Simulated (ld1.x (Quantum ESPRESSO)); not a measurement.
## Varying the TM potential for P

Base potential:

phosphorus, norm-conserving Troullier–Martins (Kleinman–Bylander form), made with ld1.x (Quantum ESPRESSO) 7.5 (Wu–Cohen, scalar-relativistic). Core [Ne], reference 3s1.75 3p3.25. Waves: 3s (bound): rc 1.40 bohr; 3p (bound): rc 1.25 bohr. Local part: all-electron potential smoothed inside 1.20 bohr (lloc = -1). Core correction: a·sin(br)/r model core, default radius (core density twice the valence density).

Cutoffs, loose and tight: the cutoffs (Ry, on a coarse ladder) from which the occupation-weighted sum of valence levels, in a spherical-Bessel basis at the reference potential, stays within 10 and 1 mRy of its value at 400 Ry. They do not see the model core or the augmentation charge, which bear on the density cutoff. Test errors are all-electron minus pseudo excitation energies from the reference, over the configurations 3s2 3p3; 3s2 3p2; 3s2 3p1; 3s1 3p4; 3s1 3p0; 3s0 3p5; 3s1 3p3. A dash means not determined; rows that change the core or the reference have their own tests.

A true bound ghost makes a file unfit for plane-wave use even where its test errors are small: the radial tests pick states by their node count and pass the ghost by.

```tsv
change	outcome	cutoff, loose	cutoff, tight	bound ghosts	largest test error (meV)
base	generated	70 Ry	110 Ry	none	+157
wave 3s (bound): rc 1.40 bohr becomes 3s (bound): rc 1.00 bohr	generated	140 Ry	over 300 Ry	none	+257
wave 3s (bound): rc 1.40 bohr becomes 3s (bound): rc 1.20 bohr	generated	70 Ry	120 Ry	none	+187
wave 3s (bound): rc 1.40 bohr becomes 3s (bound): rc 1.32 bohr	generated	70 Ry	110 Ry	none	+167
wave 3s (bound): rc 1.40 bohr becomes 3s (bound): rc 1.44 bohr	generated	70 Ry	110 Ry	none	+155
wave 3s (bound): rc 1.40 bohr becomes 3s (bound): rc 1.54 bohr	generated	70 Ry	110 Ry	none	+155
wave 3s (bound): rc 1.40 bohr becomes 3s (bound): rc 1.68 bohr	generated	70 Ry	110 Ry	none	+163
wave 3s (bound): rc 1.40 bohr becomes 3s (bound): rc 2.12 bohr	generated	70 Ry	110 Ry	none	+246
```

Task: What comes out with this change to the base: wave 3s (bound): rc 1.40 bohr becomes 3s (bound): rc 0.92 bohr?

Result: outcome: generated; cutoff, loose: 260 Ry; cutoff, tight: over 300 Ry; bound ghosts: s; largest test error (meV): +253.

Task: What comes out with this change to the base: wave 3s (bound): rc 1.40 bohr becomes 3s (bound): rc 1.86 bohr?

Result: outcome: generated; cutoff, loose: 70 Ry; cutoff, tight: 110 Ry; bound ghosts: none; largest test error (meV): +187.

Task: What comes out with this change to the base: wave 3s (bound): rc 1.40 bohr becomes 3s (bound): rc 1.98 bohr?

Result: outcome: generated; cutoff, loose: 70 Ry; cutoff, tight: 110 Ry; bound ghosts: none; largest test error (meV): +219.

Reading the sweep of the s radius (base included, trends over the rows without a ghost): The loose cutoff falls from 140 Ry at 1 to 70 Ry at 2.12 bohr. A larger radius leaves more room for a smooth pseudo-wave, so fewer plane waves are needed; a smaller one forces it to follow the all-electron wave where it bends sharply. The median size of the test errors (rows with all tests solved) is not monotonic: lowest 4.0 meV at 1.2 bohr, highest 10.8 meV at 1 bohr. Bound ghosts are found at 0.92 bohr.
